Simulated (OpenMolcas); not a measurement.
Pt: effect of the active space

```yaml
Program: OpenMolcas
Method: SS-CASPT2, IPEA 0.25 Eh, imaginary shift 0.1 Eh
Basis: ANO-RCC-VQZP
Scalar_Hamiltonian: DKH2, point nucleus
Spin-orbit_coupling: state interaction with AMFI integrals over the reference wave functions, term energies averaged over their components
```

A. 10 electrons in 6 orbitals (5d 6s); 2S+1 = 3 even, 15 roots; 2S+1 = 1 even, 20 roots kept (CI in the orbitals of an earlier block); closed shells correlated: 5s 5p; CASPT2 step about 22 core-seconds
B. 10 electrons in 11 orbitals (5d 6s 6d); 2S+1 = 3 even, 15 roots; 2S+1 = 1 even, 11 roots kept (CI in the orbitals of an earlier block); closed shells correlated: 5s 5p; CASPT2 step roughly 100 core-minutes

Energies in cm-1 above 5d9 6s 3D3, the measured ground level; measured values from NIST Handbook of Basic Atomic Spectroscopic Data.

```
      Level      A      B  Measured
5d8 6s2 3F4  -1446   1388       824
 5d9 6s 3D3    0.0    0.0       0.0
   5d10 1S0   4600   6960      6140
5d8 6s2 3F3   7870  10020     10117
 5d9 6s 3D1  10570  10350     10132
```

A puts 5d8 6s2 3F4 lowest.

Deviations, from unrounded energies. A percentage is the sum of absolute deviations over the sum of measured energies, with the sign that they share, or ± where signs differ.

| Against measurement | Levels | A | B |
| --- | --- | --- | --- |
| mean absolute deviation (cm-1) | 4 | 1600 | 420 |
| fine structure of the ground term (%) | 1 | +4.3 | +2.2 |
| other configurations (%) | 3 | -35.5 | ±8.7 |

B lies closest to measurement on these levels. The largest miss of B in the table is 5d10 1S0, by +820 cm-1. The ranking rests on the paired levels alone, and a cruder setting can come out closer through cancelling errors.

Between A and B the level of the table that moves most is 5d8 6s2 3F4, by 2800 cm-1 (lowest in A, highest in B). Moves below CASPT2's spread within the term are not significant.

CASPT2 does not keep the components of a term degenerate, so their means are used; among the terms shown or strongly mixed into the levels shown the widest spread is 700 cm-1 (5d8 6s2 3F, A). Over all roots computed the reference weight is 0.81 to 0.88 in A; the roots of lowest weight are the least certain, and an intruder state may touch them. Terms from blocks run as CI alone lack orbitals of their own. The CASPT2 spread within a term exceeds the gap to the next term for 5d10 1S and 5d8 6s2 3F, so the order of their levels is uncertain. The lowest computed level is not the ground level that NIST lists (3D3) (holds for A). Configurations are named by rounded mean occupations; where the s occupation lies near a half they are strongly mixed, a name can repeat and a true partner stay unpaired (holds for A). A single d shell beside an s shell can misplace configurations of different d count against each other (holds for A). The lowest spin-free term belongs to 5d9 6s, not to the configuration of the lowest level (holds for A). Active for correlation alone: 6d; no level in the range computed is led by a configuration that fills it, so any true level of that kind is missing (holds for B). Measured partners are found by configuration, term and J. A level has none where our copy of the source lacks it or the pairing is in doubt (some pairs that miss far off the trend of their configuration count as doubtful), and it then counts in no deviation. Levels of configurations outside the active space are missing. Levels that lie high or do not pair safely by name in every column are left out.
